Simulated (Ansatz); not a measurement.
Clusters of 4 atoms, hydroxo: PBE0-D4/def2-TZVP single points in Ansatz on relaxed structures, gas phase. Each cluster is the lowest isomer that a short search found in that spin, judged at the geometry's level, and lower ones may exist. Core potentials for In, La, Y, no spin–orbit coupling. Binding counts from free atoms in the multiplicity of their measured ground term, without zero-point energy. A dash marks a value that wasn't run or was left out as unsound. The structures are stationary points that may keep the symmetry of their start. Remarks come from the PBE and PBE0 runs and from stability tests at other levels; not every state was tested. HOMO above LUMO (over both spins in singlets and doublets, within one spin in higher multiplets; at PBE or PBE0), or a gap under 0.15 eV within one spin, warns that the state may not be the lowest or that an electron is smeared out.

Q: Estimate the order by vertical triplet (eV), lowest first.
A. GaO2H (singlet)
B. LaO2H (with an O–O bond) (singlet)
C. InO2H (with an O–O bond) (singlet)
D. AlO2H (singlet)

A: D (2.71), B (2.77), A (3.12), C (3.28).

In full:

| species | atoms | state | geometry | HOMO (eV) | LUMO (eV) | gap (eV) | vertical IE (eV) | vertical triplet (eV) | binding per atom (eV) | point group (within 0.1 Å) | remarks |
| --- | --- | --- | --- | --- | --- | --- | --- | --- | --- | --- | --- |
| GaO2H | 4 | singlet | B3LYP-D4/def2-TZVP | -7.80 | -2.15 | 5.65 | 9.94 | 3.12 | 3.13 | Cs | – |
| InO2H (with an O–O bond) | 4 | singlet | PBE0-D4/def2-TZVP | -6.50 | -1.42 | 5.08 | 8.69 | 3.28 | 2.59 | – | – |
| LaO2H (with an O–O bond) | 4 | singlet | r2SCAN-D4/def2-TZVP | -6.03 | -1.97 | 4.05 | 8.15 | 2.77 | – | Cs | gap within one spin near zero at PBE or PBE0 (+1 doublet), gap within one spin near zero at PBE or PBE0 (triplet) |
| YO2H (with an O–O bond) | 4 | singlet | PBE-D4/def2-TZVP | -6.31 | -2.29 | 4.02 | 8.60 | 2.72 | – | Cs | gap within one spin near zero at PBE or PBE0 (+1 doublet), gap within one spin near zero at PBE or PBE0 (triplet) |
| AlO2H | 4 | singlet | PBE-D4/def2-TZVP | -7.50 | -2.40 | 5.10 | 9.76 | 2.71 | 3.58 | Cs | – |
| BO2H | 4 | singlet | PBE0-D4/def2-TZVP | -9.39 | -0.48 | 8.91 | 12.21 | – | 4.82 | Cs | – |

The gap (eV) runs from 4.02 (YO2H (with an O–O bond)) to 8.91 (BO2H). The vertical IE (eV) runs from 8.15 (LaO2H (with an O–O bond)) to 12.21 (BO2H). The vertical triplet (eV) runs from 2.71 (AlO2H) to 3.28 (InO2H (with an O–O bond)).
